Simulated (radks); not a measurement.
Values are calculated unless marked as measured or tabulated.
Task: The mean radii <r> (bohr) of the occupied orbitals of an atom or ion are listed with their occupations. Code: a radial shooting solver on a logarithmic mesh with Libxc functionals. Model: scalar-relativistic Kohn-Sham, r2SCAN, spin-polarised, spherical densities, finite nucleus; meta-GGA in the generalised Kohn-Sham scheme; Fermi nuclear charge, rms radius of each element as measured or else 0.836 A^(1/3) + 0.57 fm.

orbital  occ.      <r>
1s          2  0.08574
2s          2   0.4125
2p          6   0.3761
3s          2    1.413
3p          6    1.658

Name the element and its charge. Open shells, if any, are filled with parallel spins first.

Result: Z = 18, argon, charge 0: Ar in [Ar]. The 1s radius gives Z: for a bare nucleus <r> = (2 gamma + 1)/(2Z) with gamma = sqrt(1 - (Z/c)^2), 0.08285 bohr for Z = 18, and screening makes it slightly larger (0.08574 here). The occupations add up to 18, and the charge is Z minus that.
